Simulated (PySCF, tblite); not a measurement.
Calculations on `C#CBN`, in the order of a workflow; each names the level of the geometry that it ran on. Settings lines and outputs come from a driver script.

C2H4BN.
Numbering: `[CH:1]#[C:2][BH:3][NH2:4]` (hydrogens: H5 on C1; H6 on B3; H7, H8 on N4)

Step 1: GFN2-xTB harmonic vibrations, gas phase (tblite 0.8.0) (on the GFN2-xTB geometry)
```json
{"job": {"kind": "ir", "xc": "GFN2-xTB", "basis": "xTB"}, "charge": 0, "multiplicity": 1}
```
```
(table of modes left out)
```

18 modes from 168 to 3522 cm⁻¹ (unscaled, harmonic); zero-point energy 35.9 kcal/mol; all wavenumbers are real at this level.

Run on x86-64 server, one thread, no GPU, on a shared host.

Step 2: PBE0-D3(BJ)/def2-SVP geometry optimisation, gas phase (PySCF 2.14.0) (from the GFN2-xTB geometry)
```json
{"job": {"xc": "PBE0", "basis": "def2-SVP", "d3": "d3bj", "grid": 1, "kind": "geom"}, "charge": 0, "multiplicity": 1}
```
```
step   0  E = -157.88964011  max force = 0.017800
step   1  E = -157.89137042  max force = 0.003119
step   2  E = -157.89137964  max force = 0.000876
step   3  E = -157.89138546  max force = 0.001020
step   4  E = -157.89138771  max force = 0.000222
optimisation converged
```

Final energy -157.89139 Eh after 4 steps; dipole 2.03 D. Energies in Eh; «max force» is the largest Cartesian gradient component in Eh/bohr.

On x86-64 server, one thread, shared host, this took 10 s of wall time.

Step 3: TDDFT wB97X-D/def2-SVPD, vertical, gas phase, core orbitals frozen in the response (PySCF 2.14.0, density-fitted response routines) (on the PBE0-D3(BJ)/def2-SVP geometry)
```json
{"job": {"kind": "uv", "xc": "wB97X-D", "basis": "def2-SVPD", "ip": true}, "charge": 0, "multiplicity": 1}
```
```
...
Static polarisability (au): isotropic 46.953, principal 33.162 41.233 66.464
Singlet excitations
state   eV       nm        f      main configurations
  1   5.2623    235.6   0.00021   H-1->L 0.96
  2   5.9839    207.2   0.06689   H->L 0.69, H-1->L+2 0.09
  3   6.6847    185.5   0.00023   H->L+1 0.38, H->L+2 0.29, H->L+3 0.21
  4   7.6915    161.2   0.00970   H-3->L 0.83
  5   7.7239    160.5   0.00002   H->L+1 0.37, H->L+2 0.19, H-2->L+1 0.15
  6   7.7713    159.5   0.32154   H-2->L 0.66, H->L 0.16
  7   7.8584    157.8   0.11307   H-1->L+1 0.60, H-1->L+2 0.27
  8   8.3105    149.2   0.13144   H->L+2 0.38, H-2->L+1 0.36, H->L+3 0.17
  9   8.5223    145.5   0.35032   H-1->L+2 0.43, H-2->L 0.16, H-1->L+1 0.14
 10   8.8777    139.7   0.09263   H-1->L+3 0.52, H-1->L+5 0.17, H->L+6 0.10
Triplet excitations (Tamm-Dancoff, eV): 4.6081 4.9362 5.6311 6.1206
Vertical ionisation energy (delta-SCF) = 10.2240 eV
```

HOMO -9.76 eV, LUMO 1.02 eV; lowest singlet 5.26 eV; lowest triplet 4.61 eV (Tamm–Dancoff); mean polarisability 47.0 au.

On an x86-64 server with one thread, shared host, this took 19 s wall.

Geometry of the electronic-property runs (PBE0-D3(BJ)/def2-SVP):
```
atom  x, y, z in Å
C1     2.0762   -0.4138    0.5121
C2     0.9822    0.0632    0.2700
B3    -0.3902    0.6814   -0.0313
N4    -1.4765   -0.1252   -0.3532
H5     3.0449   -0.8280    0.7267
H6    -0.5453    1.8802    0.0076
H7    -1.4176   -1.1342   -0.4049
H8    -2.3929    0.2496   -0.5576
```

 (This holds for the electronic-property runs.)

The pairwise dispersion term of wB97X-D wasn't added to the energies; at a given geometry it leaves orbitals and properties as they are.
